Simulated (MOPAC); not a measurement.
MOPAC input (AM1):

```
AM1 FORCE THERMO(298,298) PRECISE LET CHARGE=-1 GEO-OK AUX(PRECISION=9) THREADS=1
CH6NSi

C    -1.60192415 1    0.15678722 1   -0.00801541 1
N    -0.43544685 1   -0.41539074 1   -0.54637539 1
Si    1.09498048 1    0.06028118 1    0.09062478 1
H    -1.94843066 1    1.10151404 1   -0.53171494 1
H    -1.43999650 1    0.40688015 1    1.07312415 1
H    -2.47635844 1   -0.55908952 1   -0.07767468 1
H    -0.50765589 1   -0.59074055 1   -1.51576088 1
H     1.88636366 1   -0.87368867 1    0.89512289 1
H     1.70884248 1    1.36665395 1   -0.17336413 1
```

Output:

```
 *******************************************************************************
 **                                                                           **
 **                              MOPAC v23.2.5                                **
 **                                                                           **
 *******************************************************************************
 ** MOPAC's Digital Object Identifier: https://doi.org/10.5281/zenodo.6511958 **
 **                                                                           **
 ** Please cite the open-source release paper for use of this MOPAC version:  **
 ** J. E. Moussa and J. J. P. Stewart (2026)                                  **
 ** MOPAC: An open-source semiempirical molecular orbital program             **
 ** J. Open Source Softw., 11(119), 8025, https://doi.org/10.21105/joss.08025 **
 *******************************************************************************

                              AM1 CALCULATION RESULTS

 *******************************************************************************
 *  AM1        - The AM1 Hamiltonian to be used
 *  GEO-OK     - OVERRIDE INTERATOMIC DISTANCE AND OTHER SAFETY CHECKS
 *
 *
 *
 *                 CHARGE ON SYSTEM = -1
 *
 *
 *
 *  LET        - OVERRIDE SOME SAFETY CHECKS
 *  PRECISE    - TIGHTER CRITERIA TO BE USED
 *  FORCE      - FORCE CALCULATION SPECIFIED
 *  AUX        - OUTPUT AUXILIARY INFORMATION
 *  THERMO     - THERMODYNAMIC QUANTITIES TO BE CALCULATED
 *******************************************************************************
AM1 FORCE THERMO(298,298) PRECISE LET CHARGE=-1 GEO-OK AUX(PRECISION=9) THREADS=1
 CH6NSi

   ATOM   CHEMICAL          X               Y               Z
  NUMBER   SYMBOL      (ANGSTROMS)     (ANGSTROMS)     (ANGSTROMS)

     1       C         -1.60192415  *   0.15678722  *  -0.00801541  *
     2       N         -0.43544685  *  -0.41539074  *  -0.54637539  *
     3      Si          1.09498048  *   0.06028118  *   0.09062478  *
     4       H         -1.94843066  *   1.10151404  *  -0.53171494  *
     5       H         -1.43999650  *   0.40688015  *   1.07312415  *
     6       H         -2.47635844  *  -0.55908952  *  -0.07767468  *
     7       H         -0.50765589  *  -0.59074055  *  -1.51576088  *
     8       H          1.88636366  *  -0.87368867  *   0.89512289  *
     9       H          1.70884248  *   1.36665395  *  -0.17336413  *

          CARTESIAN COORDINATES

    NO.       ATOM           X           Y           Z

     1         C         -1.6019      0.1568     -0.0080
     2         N         -0.4354     -0.4154     -0.5464
     3        Si          1.0950      0.0603      0.0906
     4         H         -1.9484      1.1015     -0.5317
     5         H         -1.4400      0.4069      1.0731
     6         H         -2.4764     -0.5591     -0.0777
     7         H         -0.5077     -0.5907     -1.5158
     8         H          1.8864     -0.8737      0.8951
     9         H          1.7088      1.3667     -0.1734
[...]
 FORCE CONSTANT      2.1689

 VIBRATION         17   17A          ATOM PAIR     ENERGY CONTRIBUTION    RADIAL
 FREQUENCY          2266.44         Si3 -- H 8         +84.4% ( 91.3%)     99.6%
 TRANSITION DIPOLE   0.4313         Si3 -- H 9         +15.4% ( 38.9%)     90.5%
 TRAVEL (Ang.)       0.2039         C 1 -- Si3          +0.1% (  3.8%)     71.8%
 REDUCED MASS        0.7159         N 2 -- Si3          +0.1% (  3.6%)     65.4%
 EFFECTIVE MASS      1.2148
 FORCE CONSTANT      2.1666

 VIBRATION         18   18A          ATOM PAIR     ENERGY CONTRIBUTION    RADIAL
 FREQUENCY          2882.78         C 1 -- H 4         +65.6% ( 83.8%)     98.8%
 TRANSITION DIPOLE   0.8283         C 1 -- H 6         +31.5% ( 58.1%)     95.3%
 TRAVEL (Ang.)       0.2059         C 1 -- H 5          +1.2% ( 11.2%)     15.4%
 REDUCED MASS        0.5519         C 1 -- Si3          +0.8% (  9.4%)      1.5%
 EFFECTIVE MASS      1.4325
 FORCE CONSTANT      2.7022

 VIBRATION         19   19A          ATOM PAIR     ENERGY CONTRIBUTION    RADIAL
 FREQUENCY          2960.03         C 1 -- H 6         +55.7% ( 75.8%)     97.5%
 TRANSITION DIPOLE   0.6794         C 1 -- H 4         +22.5% ( 48.1%)     90.0%
 TRAVEL (Ang.)       0.2300         C 1 -- H 5         +20.2% ( 45.7%)     96.0%
 REDUCED MASS        0.4306         C 1 -- Si3          +0.8% (  9.3%)     51.7%
 EFFECTIVE MASS      1.3873
 FORCE CONSTANT      2.2227

 VIBRATION         20   20A          ATOM PAIR     ENERGY CONTRIBUTION    RADIAL
 FREQUENCY          3074.35         C 1 -- H 5         +81.6% ( 88.8%)     99.7%
 TRANSITION DIPOLE   0.3245         C 1 -- H 6          +9.8% ( 30.7%)     78.1%
 TRAVEL (Ang.)       0.1860         C 1 -- H 4          +7.5% ( 26.9%)     72.8%
 REDUCED MASS        0.6340         C 1 -- Si3          +0.5% (  7.1%)      3.3%
 EFFECTIVE MASS      1.2136
 FORCE CONSTANT      3.5308

 VIBRATION         21   21A          ATOM PAIR     ENERGY CONTRIBUTION    RADIAL
 FREQUENCY          3510.16         N 2 -- H 7         +98.8% ( 99.9%)     99.9%
 TRANSITION DIPOLE   0.1510         N 2 -- Si3          +0.6% (  7.7%)     23.0%
 TRAVEL (Ang.)       0.1430         C 1 -- N 2          +0.6% (  7.6%)     15.0%
 REDUCED MASS        0.9395
 EFFECTIVE MASS      1.3861
 FORCE CONSTANT      6.8200

      SYMMETRY NUMBER FOR POINT-GROUP C1  =  1

          SYSTEM IS A GROUND STATE

 CH6NSi

          MOLECULE IS NOT LINEAR

          THERE ARE 21 GENUINE VIBRATIONS IN THIS SYSTEM
          THIS THERMODYNAMICS CALCULATION IS LIMITED TO
          MOLECULES WHICH HAVE NO INTERNAL ROTATIONS

                    CALCULATED THERMODYNAMIC PROPERTIES
                                          *
   TEMP. (K)   PARTITION FUNCTION   H.O.F.    ENTHALPY  HEAT CAPACITY ENTROPY
                                   KCAL/MOL   CAL/MOLE    CAL/K/MOL  CAL/K/MOL

 298.00  VIB.     0.8196D+01                  1747.4947    11.8581    10.0443
         ROT.     0.2797D+05                   888.2803     2.9808    23.3272
         INT.     0.2292D+06                  2635.7750    14.8389    33.3716
         TRA.     0.4510D+27                  1480.4672     4.9680    38.2006
         TOT.                      -17.850    4116.2422    19.8069    71.5721

   *: NOTE: HEATS OF FORMATION ARE RELATIVE TO THE
            ELEMENTS IN THEIR STANDARD STATE AT 298K
              (=  Standard Enthalpy of Formation).

            Hvib:  Zero-point energy is not included.
                   frequencies of less than zero cm-1 are not included.
            Hrot = (3/2)RT
            Htra = (3/2)RT + pV = (5/2)RT

            Heat capacity is Cp, not Cv

          For more information, see: HTTP://OpenMOPAC.net/Manual/thermochemistry.html

           FORCE CONSTANT IN CARTESIAN COORDINATES (Millidynes/A)

    ATOM   CHEMICAL       X               Y               Z
   NUMBER   SYMBOL  FORCE CONSTANT  FORCE CONSTANT  FORCE CONSTANT

      1       C       10.498138        8.006698        7.199914
      2       N       10.736607        8.074042        2.597297
      3      Si        2.253769        4.844401        3.857204
      4       H        1.474276        0.648375        4.094528
      5       H        1.381392        3.624527        1.684340
      6       H        1.360714        3.407797        1.570167
      7       H        2.049439        4.230691        1.854458
      8       H        0.773904        0.465962        1.984463
      9       H        0.108603        1.171388        1.902744

 **********************
 *                    *
 * JOB ENDED NORMALLY *
 *                    *
 **********************

 == MOPAC DONE ==
```

The dipole moment of an ion depends on the origin.
